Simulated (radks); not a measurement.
Values are calculated unless marked as measured or tabulated.
Isoelectronic series with 24 electrons, all held in the configuration [Ar] 3d5 4s1, which need not be the ground one along the series. Level of theory: Dirac Kohn-Sham, PBE, spin-unpolarised, spherical densities, finite nucleus; open shells are shared between the two j in proportion to 2j + 1; Fermi nuclear charge, rms radius of each element as measured or else 0.836 A^(1/3) + 0.57 fm (a radial shooting solver on a logarithmic mesh with Libxc functionals). Total energies (hartree) and mean radii <r> (bohr):

ion   E (hartree)   3d5/2   3d3/2
Cr    -1050.54043   1.521   1.509
Mn+   -1158.00299   1.189   1.184
Fe2+  -1271.28217   1.012   1.008
Co3+  -1390.34878  0.8935  0.8902
Ni4+  -1515.19609  0.8059  0.8029
Cu5+  -1645.82698  0.7371  0.7343
Zn6+  -1782.25132  0.6809  0.6782
Ga7+  -1924.48183  0.6338  0.6312
Ge8+  -2072.53432  0.5935  0.5910
